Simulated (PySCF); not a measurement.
# Telling isomers of C$_{7}$H$_{11}$NSi$_{2}$ apart by NMR

Rapidly exchanging positions averaged, a single conformation, gas phase, relativity neglected. σ from GIAO-PBE0/pcSseg-1; structure optimised with GFN2-xTB; PySCF.

Chemical shifts δ = σref − σ; TMS for 1H (σref 31.72), 13C (σref 186.93), all at this level. Where no couplings were computed, multiplicities follow the n + 1 count of equivalent neighbours, and m marks all less simple cases (inequivalent or close neighbours, rings, F or P nearby). Shifts are as computed. Against solution values, carbons near 30 ppm lie about +3 ppm off and those near 130 ppm about +5 ppm. Of 1211 compounds with measured shifts, 218 miss one by over three times the rms of a fit or turn the order of signals round; such compounds aren't used in these exercises.

(1) Tabulate the signals of `C=N[SiH2][SiH2]c1ccccc1`, `N#C[C@@H]1CC[C@@H]1[SiH2]C#C[SiH3]` and their relative energies.

(2) What is the quickest way to tell C=N[SiH2][SiH2]c1ccccc1 from N#C[C@@H]1CC[C@@H]1[SiH2]C#C[SiH3]?

## Answers

(1) 
| SMILES | carbon types | δC | δH | E rel. (kcal/mol) |
| --- | --- | --- | --- | --- |
| C=N[SiH2][SiH2]c1ccccc1 | 1×C 5×CH 1×CH2 | 171.5, 141.3, 135.8, 134.8, 133.4 | 8.75 (m, 1H), 8.61 (m, 1H), 7.86 (d, 2H), 7.62 (m, 2H), 7.61 (m, 1H), 5.28 (t, 2H), 4.67 (t, 2H) | 0.0 |
| N#C[C@@H]1CC[C@@H]1[SiH2]C#C[SiH3] | 3×C 2×CH 2×CH2 | 126.0, 117.2, 113.7, 26.9, 21.9, 21.3, 20.2 | 4.76 (m, 1H), 4.65 (m, 1H), 4.22 (s, 3H), 3.15 (m, 1H), 2.47 (m, 1H), 2.45 (m, 1H), 2.43 (m, 1H), 2.21 (m, 1H), 2.01 (m, 1H) | 49.5 |

Energies are electronic energies at PBE0/pcSseg-1 on these geometries, without zero-point or thermal terms, each for the one conformer computed, which needn't be the lowest.

(2) Count the carbon signals: 5 against 7. The first has a C=N carbon (CH2) at 171.5 ppm, the second an sp3 CH2 in a ring at 26.9 ppm. Their most deshielded carbons lie at 171.5 and 126.0 ppm. In the proton spectra the most deshielded non-exchanging signals are 8.75 (m, 1H) and 4.76 (m, 1H).
